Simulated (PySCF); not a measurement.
# Telling isomers of C6H3F3 apart by NMR

[PySCF: geometry from GFN2-xTB; σ from GIAO-PBE0/pcSseg-1; averaged over atoms made equivalent by symmetry, fast rotation or ring inversion; non-relativistic; in vacuum; a single conformation]

Scale: 1H, 13C against TMS (reference shieldings calculated alike). Splittings of carbon signals by F and P are missing where no couplings were computed. Where no couplings were computed, multiplicities follow the n + 1 count of equivalent neighbours, and m marks all less simple cases (inequivalent or close neighbours, rings, F or P nearby). Shifts are as computed. Against solution values, carbons near 30 ppm lie about +3 ppm off and those near 130 ppm about +5 ppm. Of 1211 compounds with measured shifts, 218 miss one by over three times the rms of a fit or turn the order of signals round; such compounds aren't used in these exercises.

(1) Tabulate the signals of `Fc1cccc(F)c1F`, `Fc1cc(F)cc(F)c1` and their relative energies.

(2) What is the quickest way to tell Fc1cccc(F)c1F from Fc1cc(F)cc(F)c1?

## Answers

(1) 
| SMILES | carbon types | δC | δH | E rel. (kcal/mol) |
| --- | --- | --- | --- | --- |
| Fc1cccc(F)c1F | 3×C 3×CH | 162.4, 150.3, 128.5, 119.0 | 7.32 (m, 1H), 7.26 (m, 2H) | 8.1 |
| Fc1cc(F)cc(F)c1 | 3×C 3×CH | 173.7, 105.7 | 6.88 (m, 3H) | 0.0 |

Energies are electronic energies at PBE0/pcSseg-1 on these geometries, without zero-point or thermal terms, each for the one conformer computed, which needn't be the lowest.

(2) Count the carbon signals: 4 against 2. The first has an aromatic carbon bearing fluorine (C) at 150.3 ppm, the second an aromatic CH at 105.7 ppm. Their most deshielded carbons lie at 162.4 and 173.7 ppm. In the proton spectra the most deshielded non-exchanging signals are 7.32 (m, 1H) and 6.88 (m, 3H).
